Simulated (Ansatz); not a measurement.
Ansatz (a program for electronic structure) input:

Ansatz 0.2 input:
```yaml
crystal:
  periodic: [false, false, false]
  atoms:
    - {symbol: Hg, position_ang: [-0.00000000, -0.00000000, -1.43698630]}
    - {symbol: Hg, position_ang: [0.00000000, 0.00000000, 1.43698630]}
basis:
  gaussian:
    orbitals: def2-TZVP
hamiltonian:
  xc: b3lyp
  dispersion: d3bj
total_charge: 1
magnetization: {spin_polarized: true, initial_magnetization: 1}
phonons: {temperatures: {t_min: 298.15, t_max: 298.15, t_step: 100}}
```

### Question
What final total energy does it print?

### Answer
-306.83781 Eh (B3LYP-D3(BJ)/def2-TZVP). The basis has 86 functions.

The spin state was set by rule; other spins were not relaxed.
